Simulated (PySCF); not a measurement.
Simulated C 1s region for `FC(F)[SiH]1CCOCC1`, binding energy against the vacuum level.

Every computed line was given a Gaussian of 0.5 eV full width at half maximum and an area set by the number of equivalent atoms; the highest printed point is 100. Level of theory: PySCF, delta-SCF UKS SCAN, pcX-2 on the ionised atom, pcseg-1 elsewhere, spin-free X2C.

```tsv
binding energy (eV)	intensity
289.6	1
289.7	2
289.8	7
289.9	19
290.0	41
290.1	69
290.2	93
290.3	100
290.4	87
290.5	60
290.6	33
290.7	15
290.8	5
290.9	2
291.0	0
291.1	0
291.2	0
291.3	0
291.4	1
291.5	3
291.6	8
291.7	21
291.8	44
291.9	72
292.0	95
292.1	99
292.2	84
292.3	57
292.4	31
292.5	13
292.6	5
292.7	1
292.8	0
292.9	0
293.0	0
293.1	0
293.2	0
293.3	0
293.4	0
293.5	0
293.6	0
293.7	0
293.8	0
293.9	0
294.0	0
294.1	1
294.2	2
294.3	7
294.4	16
294.5	29
294.6	43
294.7	50
294.8	47
294.9	35
295.0	21
295.1	10
295.2	4
295.3	1
295.4	0
```

**Question.** How many maxima does the curve show, and how many computed lines lie under it?

**Answer.** The curve has 3 maxima (at 290.3, 292.1 and 294.7 eV). Under it lie 3 lines from 3 inequivalent carbon sites.

**Question.** Decompose the envelope and assign each component. Numbering: `[F:1][CH:2]([F:3])[SiH:4]1[CH2:5][CH2:6][O:7][CH2:8][CH2:9]1`.

**Answer.** 
| position (eV) | relative area | line | atoms | environment |
| --- | --- | --- | --- | --- |
| 290.28 | 2 | C 1s | C5/C9 | sp3 carbon bound to silicon |
| 292.07 | 2 | C 1s | C6/C8 | sp3 carbon bound to oxygen |
| 294.72 | 1 | C 1s | C2 | CHF2 carbon |

**Question.** What are the centre and the root-mean-square width of the whole band?

**Answer.** The area-weighted mean of the lines is 291.89 eV. Their own spread about it is 1.63 eV (rms) and each Gaussian has σ = 0.5/2.355 = 0.21 eV; the variances add, which gives 1.64 eV.

The listed C 1s values span 4.44 eV, from C5/C9 (bonded to C, 2 H and Si) to C2 (bonded to 2 F, H and Si). The widest gap between neighbouring values is 2.65 eV, between 292.07 and 294.72 eV. Summing the Pauling electronegativity differences to the bonded atoms, each weighted by its formal bond order, gives -1.35 for the lowest site and +1.86 for the highest; no listed site has a larger sum than the highest.

Shake-up satellites, vibrational structure and lifetime widths aren't simulated. Topologically equivalent atoms share the value of their first member; where this conformer doesn't relate them by symmetry, their own values could differ. The structure is a single PBE0-D3(BJ)/def2-SVP conformer in the gas phase; no vibrational or solvent corrections.
